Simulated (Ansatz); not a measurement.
Relaxation of CH₇BSSi₂ (12 atoms, charge 0, multiplicity 1), to a largest force component of 0.02 eV/Å in at most 50 steps.

Level of theory: RKS B3LYP/def2-SVP (Ansatz).

```xyz
12
Properties=species:S:1:pos:R:3
Si -1.681 -0.608 -0.081
B 0.044 0.241 -0.150
Si 1.451 -0.655 0.783
C 0.440 1.591 -0.922
S -0.642 2.295 -1.657
H -2.674 0.400 0.515
H -2.136 -0.875 -1.459
H -1.648 -1.781 0.698
H 1.146 -0.731 2.266
H 2.736 0.102 0.660
H 1.643 -2.009 0.267
H 1.399 1.976 -0.886
```

Question: Where does it end, and by what steps?

Answer: The forces met the threshold. The force dipped under the threshold on the way, but the program's further checks kept it going. After 43 steps the energy has fallen by 1.683 eV; H12 moved furthest, 1.85 Å. Joined: B2–S5.

| step | energy less start (eV) | largest force component (eV/Å) | accepted |
| --- | --- | --- | --- |
| 0 | 0.0000 | 6.293 | yes |
| 2 | -1.1534 | 0.633 | yes |
| 4 | -1.2606 | 0.528 | yes |
| 6 | -1.3488 | 0.810 | yes |
| 8 | -1.4230 | 1.391 | yes |
| 10 | -1.5519 | 0.472 | yes |
| 12 | -1.6256 | 0.415 | yes |
| 14 | -1.6380 | 0.583 | no |
| 16 | -1.6627 | 0.063 | yes |
| 18 | -1.6647 | 0.087 | yes |
| 20 | -1.6662 | 0.102 | yes |
| 22 | -1.6693 | 0.150 | yes |
| 24 | -1.6712 | 0.178 | yes |
| 26 | -1.6743 | 0.232 | no |
| 28 | -1.6780 | 0.066 | yes |
| 30 | -1.6800 | 0.042 | yes |
| 32 | -1.6805 | 0.019 | yes |
| 34 | -1.6814 | 0.038 | yes |
| 36 | -1.6819 | 0.040 | yes |
| 38 | -1.6822 | 0.016 | yes |
| 40 | -1.6824 | 0.036 | yes |
| 42 | -1.6825 | 0.022 | yes |
| 43 | -1.6825 | 0.013 | yes |

```xyz
12
Properties=species:S:1:pos:R:3
Si -1.755 -0.595 -0.231
B 0.101 0.234 -0.263
Si 1.452 -0.338 1.145
C 0.525 1.112 -1.413
S 0.084 2.506 -0.651
H -2.334 -0.567 1.146
H -2.698 0.106 -1.155
H -1.663 -2.030 -0.653
H 0.841 -0.346 2.509
H 2.649 0.558 1.168
H 1.913 -1.732 0.849
H 0.963 1.038 -2.418
```

Run time: 3.3 min on 2 threads of Arm Neoverse V1 (shared host), peak memory 0.28 GiB.
